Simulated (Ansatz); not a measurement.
Consider the formal hydrolysis of a C–Br bond: `OBCCBr` + H₂O → `OBCCO` + HBr.

Program: Ansatz. Geometries: PBE0-D4/def2-TZVP. ΔE: electronic, gas phase. CBS: MP2 limit from def2 TZ/QZ plus the TZ coupled-cluster correction, frozen cores. This one scheme is used for every species. For Br outer-core shells are correlated without core-valence functions, which leaves a few kJ/mol of doubt a bond. Scalar relativity is left out up to krypton. One conformer a species, not always the lowest.

`OBCCBr`:

```xyz
11

O    -1.436   -0.244   -1.126
B    -0.090   -0.346   -1.200
C     0.771    0.213   -0.013
C     0.050    0.411    1.300
Br   -0.384   -1.304    2.130
H    -1.892   -0.585   -1.899
H     0.423   -0.806   -2.187
H     1.140    1.196   -0.352
H     1.674   -0.387    0.129
H     0.649    0.935    2.042
H    -0.905    0.916    1.176
```

H₂O:

Cartesian coordinates in Å:
```
O -0.329 0.020 0.207
H 0.458 0.559 0.308
H -0.129 -0.579 -0.515
```

`OBCCO`:

Cartesian coordinates in Å:
```
O 1.629 -1.871 0.394
B 0.625 -1.026 0.733
C 0.403 0.270 -0.114
C -1.049 0.679 -0.285
O -1.210 1.958 -0.867
H 1.715 -2.617 0.991
H -0.057 -1.280 1.696
H 0.916 1.079 0.428
H 0.903 0.186 -1.086
H -1.541 0.738 0.689
H -1.589 -0.078 -0.871
H -0.746 1.963 -1.708
```

HBr:

```xyz
2

Br   -0.032    0.706    0.067
H     0.032   -0.706   -0.067
```

| species | CCSD(T)/CBS(def2) energy (Eh) |
| --- | --- |
| `OBCCBr` | -2753.06158 |
| H₂O | -76.37941 |
| `OBCCO` | -255.50509 |
| HBr | -2573.91920 |

(1) Work out ΔE.

Largest T1 diagnostic among the species: 0.012.

Results:

(1) ΔE = (-255.50509) + (-2573.91920) − (-2753.06158) − (-76.37941) = 0.01670 Eh = +0.45 eV.

The D4 term adds +0.08 eV with B3LYP and +0.04 eV with PBE0; it sums over pairs of atoms, weighted by their polarisabilities, and B3LYP, whose exchange is more repulsive, gets the larger term. In def2-TZVPP, CCSD(T) changes the Hartree–Fock value by +0.13 eV (the triples alone add +0.02 eV) and MP2 by +0.22 eV.

B3LYP here is the variant with VWN-RPA as its local correlation; programs differ in this.
